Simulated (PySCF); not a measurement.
Curvature of the energy in the electron number along the 5p block

Calculated with PySCF 2.14, in x2c-TZVPall, spin-free X2C: one orbital is emptied in steps, and each cell gives the departure of E from the straight line at half an electron, in eV (from a cubic fit). The exact functional gives zero.

| species | orbital | LDA | PBE | r2SCAN | PBE0 | BHandHLYP | LC-wPBE | wB97X | UHF |
| --- | --- | --- | --- | --- | --- | --- | --- | --- | --- |
| In | 5p alpha | -0.74 | -0.71 | -0.66 | -0.51 | -0.35 | 0.02 | -0.06 | 0.06 |
| Sn | 5p alpha | -0.84 | -0.81 | -0.74 | -0.58 | -0.38 | 0.01 | -0.07 | 0.09 |
| Sb | 5p alpha | -0.93 | -0.90 | -0.84 | -0.65 | -0.42 | -0.02 | -0.09 | 0.11 |
| I | 5p beta | -1.02 | -0.97 | -0.88 | -0.68 | -0.44 | -0.02 | -0.17 | 0.18 |
| Xe | 5p beta | -1.08 | -1.04 | -0.95 | -0.73 | -0.45 | -0.04 | -0.16 | 0.21 |

How does the mean departure depend on the functional?

LDA -0.92 eV; PBE -0.89 eV; r2SCAN -0.81 eV; PBE0 -0.63 eV; BHandHLYP -0.41 eV; LC-wPBE -0.01 eV; wB97X -0.11 eV; UHF 0.13 eV. Semilocal functionals are convex (delocalisation error), Hartree-Fock is concave or straight, and exact exchange removes curvature roughly in proportion to its share, so among the functionals the range-separated hybrids usually come closest to zero.

No spin-orbit coupling is included.
